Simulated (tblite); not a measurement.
Species: C7H8NO (doublet state).
SMILES with atom numbers: `[CH2:1]=[CH:2][CH2:3][N:4][CH2:5][C:6]#[C:7][CH:8]=[O:9]` (hydrogens: H10, H11 on C1; H12 on C2; H13, H14 on C3; H15, H16 on C5; H17 on C8)

A start from a force field or distance geometry was refined with GFN2-xTB geometry optimisation, gas phase in tblite 0.8.0. Values at the start:

| coordinate | start |
| --- | --- |
| C1=C2 | 1.353 Å |
| C1–H10 | 1.086 Å |
| C1–H11 | 1.074 Å |
| C2–C3 | 1.479 Å |
| C2–H12 | 1.090 Å |
| C3–N4 | 1.459 Å |
| C3–H13 | 1.102 Å |
| N4–C5 | 1.448 Å |
| C5–C6 | 1.469 Å |
| C5–H15 | 1.103 Å |
| C6≡C7 | 1.194 Å |
| C7–C8 | 1.433 Å |
| C8=O9 | 1.225 Å |
| C8–H17 | 1.101 Å |
| C1–C2–C3 | 124.5° |
| C2–C3–N4 | 107.1° |
| C3–N4–C5 | 112.6° |
| N4–C5–C6 | 109.0° |
| C5–C6–C7 | 176.6° |
| C6–C7–C8 | 175.1° |
| C7–C8–O9 | 122.1° |
| C1–C2–C3–N4 | -123° |
| C2–C3–N4–C5 | -179° |
| C3–N4–C5–C6 | 180° |

Task: How do these coordinates change at the GFN2-xTB level?

Result: 
```csv
coordinate,GFN2-xTB (Å or °),change
C3–N4,1.403,-0.056
N4–C5,1.409,-0.039
C1=C2,1.318,-0.035
C2–C3,1.503,+0.024
C8=O9,1.203,-0.022
C5–C6,1.449,-0.020
C6≡C7,1.206,+0.012
C2–H12,1.079,-0.011
C7–C8,1.425,-0.008
C8–H17,1.109,+0.008
C1–H10,1.078,-0.008
C5–H15,1.108,+0.005
C3–H13,1.106,+0.004
C1–H11,1.076,+0.002
C3–N4–C5,117.3,+4.7
C2–C3–N4,110.9,+3.8
C7–C8–O9,125.9,+3.8
C6–C7–C8,178.5,+3.4
N4–C5–C6,111.5,+2.5
C5–C6–C7,177.4,+0.8
C1–C2–C3,123.8,-0.7
C2–C3–N4–C5,152,-29
C1–C2–C3–N4,-148,-25
C3–N4–C5–C6,-160,+20
```

The energy falls by 0.217 eV over 93 L-BFGS steps, the largest force on an atom goes from 2.33 to 0.009 eV/Å, and the atoms move by 0.246 Å rms after alignment. The bond that changes most is C3–N4 (ends: carbon bonded to C, N and 2 H; nitrogen bonded to 2 C), which shortens by 0.056 Å. Bonds longer at the end by more than 0.005 Å: 5 of 16; shorter: 8. Among the dihedrals that turn most is H13–C3–N4–C5, from 59° to 26°. Rotational constants go from 6744, 454.1, 433.9 to 6193, 462.6, 442.7 MHz.

Its lowest GFN2-xTB frequency is 5 cm⁻¹, too small to tell a flat minimum from a shallow saddle.

One conformer stands for the species.

All values are computed, not measured.
